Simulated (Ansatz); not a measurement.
CH$_{6}$Al$_{2}$O$_{2}$Si (`C[SiH](O)[Al]1[O][AlH]1`). The species carries charge 0 and has multiplicity 1.

Cartesian coordinates in Å:
```
C 0.291 -1.948 0.531
Si -0.348 -0.264 1.041
O -1.980 -0.282 1.348
Al -0.034 1.453 -0.713
O 1.288 1.602 -1.833
Al 0.462 3.006 -2.430
H 0.153 -2.680 1.332
H -0.219 -2.316 -0.362
H 1.361 -1.890 0.310
H 0.393 0.136 2.282
H -2.282 -0.791 2.102
H 0.915 3.973 -3.609
```

Problem. What are the harmonic wavenumbers in cm⁻¹ at PBE0-D4/def2-TZVP (Ansatz, finite differences of forces, unscaled)? (Best estimate.)

Solution. Ansatz gave: 23, 58, 73, 164, 166, 178, 202, 259, 285, 385, 433, 548, 635, 674, 720, 750, 767, 812, 837, 899, 927, 1271, 1442, 1447, 1892, 2145, 3042, 3123, 3137, 3906.

Problem. Is this a minimum?

Solution. Yes, all 30 modes are real.

Problem. Give the ideal-gas thermochemistry at 298.15 K and 1 bar (rigid rotor, harmonic oscillator; point group C1, symmetry number 1).

Solution. Zero-point energy 186.6 kJ/mol; H(298) − E = 216.0 kJ/mol; entropy 426.9 J/(mol·K), of which translation 169.8, rotation 122.2, vibration 134.9; G(298) − E = 88.7 kJ/mol. Modes under 100 cm⁻¹ are hindered rotations or soft bends, so the harmonic entropy is rough.
